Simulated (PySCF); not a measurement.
Input of a run (PBE0-D3(BJ)/def2-SVP geometry optimisation, gas phase (PySCF 2.14.0)), started from GFN2-xTB:
```
{"job": {"xc": "PBE0", "basis": "def2-SVP", "d3": "d3bj", "grid": 2, "kind": "geom"}, "charge": 0, "multiplicity": 1}
C      1.573757    -0.226696    -1.333504
C      1.119500     0.593563    -0.127356
C      2.317257     0.883207     0.779998
C     -0.018822    -0.089047     0.677302
N      0.349673    -1.371929     1.257641
C     -1.318974    -0.292189    -0.126545
C     -1.820180     0.992121    -0.782956
C     -2.399973    -0.844444     0.802630
H      2.368109     0.297066    -1.861548
H      0.755480    -0.390981    -2.029439
H      1.963697    -1.194558    -1.022223
H      0.738718     1.554933    -0.482598
H      2.804378    -0.038686     1.093807
H      3.053806     1.483988     0.250733
H      2.005181     1.428998     1.668308
H     -0.253459     0.571384     1.523155
H      1.148980    -1.268573     1.871057
H      0.594851    -2.029162     0.525235
H     -1.129564    -1.037652    -0.906169
H     -2.807762     0.824002    -1.207680
H     -1.898744     1.788628    -0.045947
H     -1.163043     1.321573    -1.583385
H     -2.672894    -0.097166     1.544445
H     -2.031364    -1.724705     1.320304
H     -3.289544    -1.109530     0.235653
```

Output (energies in Eh, forces in Eh/bohr):
```
step   0  E = -331.11510098  max force = 0.013337
step   1  E = -331.11759638  max force = 0.002275
step   2  E = -331.11764358  max force = 0.000498
step   3  E = -331.11764788  max force = 0.000203
optimisation converged
```

Summarise the run.

The energy falls by 1.6 kcal/mol over 4 energy and gradient evaluations, the largest force component goes from 0.0133 to 2.0e-04 Eh/bohr, and the atoms move by 0.059 Å rms after alignment. Among the bonds, C1–H10, C1–H11, C3–H13, C7–H21 and C8–H23 change most and about equally (+0.014 to +0.015 Å). Bonds longer at the end by more than 0.005 Å: 15 of 24; shorter: 1. The energy never rose by more than 1e-6 Eh on the way. The first step brought 98 % of the lowering.

What are the final bond lengths?

C1–C2 1.525 Å, C2–C3 1.525 Å, C2–C4 1.548 Å, C4–N5 1.454 Å, C4–C6 1.541 Å, C6–C7 1.525 Å, C6–C8 1.526 Å, C1–H9 1.101 Å, C1–H10 1.100 Å, C1–H11 1.103 Å, C2–H12 1.103 Å, C3–H13 1.103 Å, C3–H14 1.101 Å, C3–H15 1.102 Å, C4–H16 1.108 Å, N5–H17 1.016 Å, N5–H18 1.019 Å, C6–H19 1.107 Å, C7–H20 1.101 Å, C7–H21 1.103 Å, C7–H22 1.100 Å, C8–H23 1.103 Å, C8–H24 1.098 Å, C8–H25 1.101 Å. Numbering counts from 1 in the input's order; the species is 2,4-dimethylpentan-3-amine (`CC(C)C(N)C(C)C`).

The run used 197 basis functions and 28 SCF cycles in all.

Whether it is a minimum is left open (no frequencies). One conformer, not necessarily the lowest.

Shape of the structure used: `[CH3:1][CH:2]([CH3:3])[CH:4]([NH2:5])[CH:6]([CH3:7])[CH3:8]`: C1–C2–C4–N5 65°, C2–C4–C6–C7 -48°, H–N5–C4–C2 59°, H–N5–C4–C2 -60°.
